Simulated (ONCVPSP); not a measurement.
**Varying the ONCV potential for arsenic (As)**

Base potential:

As, optimised norm-conserving Vanderbilt (ONCV), made with ONCVPSP 4.0.1 (PBE, scalar-relativistic). Core [Ar] 3d10, reference 4s2 4p2 (charge +1). Waves: 4s: rc 1.30 bohr, ncon 3, nbas 6, qcut 4.5 1/bohr, 2 projectors, debl 1.3 Ha; 4p: rc 1.85 bohr, ncon 3, nbas 8, qcut 3.6 1/bohr, 3 projectors, debl 3.1 Ha. Local part: polynomial inside 0.90 bohr (lpopt 5, dvloc0 0 Ha). Core correction: none.

All-electron outer shells of the reference configuration (PBE, scalar-relativistic, ld1.x):

```tsv
shell	level (eV)	outermost node (bohr)	outermost maximum (bohr)
3p	-143.45	0.22	0.52
3d	-50.40	–	0.47
4s	-23.36	0.73	1.59
4p	-13.34	0.78	1.90
```

Cutoffs, loose and tight: the cutoffs (Ha) at which the residual kinetic energy of the hardest occupied pseudo-wave falls to 1 and 0.1 mHa per electron. They do not see the model core or the augmentation charge, which bear on the density cutoff. Test errors are all-electron minus pseudo excitation energies from the reference, over the configurations 4s2 4p3; 4s2 4p1; 4s2 4p0; 4s2 4p2.5. A dash means not determined; rows that change the core or the reference have their own tests.

A true bound ghost makes a file unfit for plane-wave use even where its test errors are small: the radial tests pick states by their node count and pass the ghost by.

```tsv
change	outcome	cutoff, loose	cutoff, tight	bound ghosts	GHOST(+) flags above zero	largest test error (meV)
base	generated	10 Ha	55 Ha	s	s, p	-27
p: ncon 5, nbas 10	generated	10 Ha	78 Ha	s	s, p	-22
p: rc 2.02	generated	10 Ha	55 Ha	s	s, p	-41
p: qcut 2.9	generated	10 Ha	59 Ha	s	s, p	-28
reference 4s2 4p2.75	generated	9.9 Ha	55 Ha	s	s, p	-24
s: qcut 2.8; p: qcut 2.2	generated	37 Ha	48 Ha	s	s, p	4 of 4 tests not solved or not reliable
s: debl 2.05	generated	10 Ha	55 Ha	s	p	-29
local potential polynomial inside 0.90 bohr (lpopt 5, dvloc0 1 Ha)	generated	10 Ha	55 Ha	s	s, p	-27
s: nproj 1	generated	10 Ha	55 Ha	s	p	-23
s: nproj 0; local potential the s channel	generated	10 Ha	55 Ha	none	none	-20
core [Ne], valence charge 23; reference 3s2 3p6 3d10 4s2 4p3; waves now 3s+4s: rc 1.05 bohr, ncon 4, nbas 7, qcut 12.1 1/bohr, 2 projectors; 3p+4p: rc 0.90 bohr, ncon 5, nbas 8, qcut 14.1 1/bohr, 2 projectors; 3d: rc 0.90 bohr, ncon 4, nbas 9, qcut 14 1/bohr, local; local potential the d channel	generated	104 Ha	364 Ha	s	none	-238
```
